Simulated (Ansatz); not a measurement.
`NC(F)[SiH2]Cl` and `CCC(N)F` differ in one atom or group.

Ansatz, PBE0-D4/def2-TZVP geometries, multiplicity 1. Each molecule was computed in one conformer, which needn't be the lowest.

```json
{"property": "HOMO energy (PBE/def2-TZVPP) / eV", "`NC(F)[SiH2]Cl`": "-6.65"}
{"property": "LUMO energy (PBE/def2-TZVPP) / eV", "`NC(F)[SiH2]Cl`": "-0.75"}
{"property": "HOMO–LUMO gap (B3LYP/def2-TZVPP) / eV", "`NC(F)[SiH2]Cl`": "7.84"}
{"property": "LUMO energy (B3LYP/def2-TZVPP) / eV", "`NC(F)[SiH2]Cl`": "-0.05"}
{"property": "HOMO energy (PBE0/def2-TZVPP) / eV", "`NC(F)[SiH2]Cl`": "-8.14"}
{"property": "HOMO–LUMO gap (ωB97M-V/def2-TZVPP) / eV", "`NC(F)[SiH2]Cl`": "12.49"}
```

**Question.** Give the same properties after the change, and the shifts. (Estimate.)

**Answer.** Ansatz gave: 
| property | `CCC(N)F` | shift |
| --- | --- | --- |
| HOMO energy (PBE/def2-TZVPP) / eV | -6.23 | 0.42 |
| LUMO energy (PBE/def2-TZVPP) / eV | 0.45 | 1.20 |
| HOMO–LUMO gap (B3LYP/def2-TZVPP) / eV | 8.45 | 0.61 |
| LUMO energy (B3LYP/def2-TZVPP) / eV | 0.90 | 0.95 |
| HOMO energy (PBE0/def2-TZVPP) / eV | -7.80 | 0.34 |
| HOMO–LUMO gap (ωB97M-V/def2-TZVPP) / eV | 12.90 | 0.41 |

With PBE0 the HOMO rises by 0.34 eV and the LUMO rises by 1.11 eV, so the gap widens by about 0.77 eV. PBE moves the HOMO by 0.42 eV and ωB97M-V by 0.25 eV.

B3LYP here is the variant with VWN-RPA as its local correlation; programs differ in this.
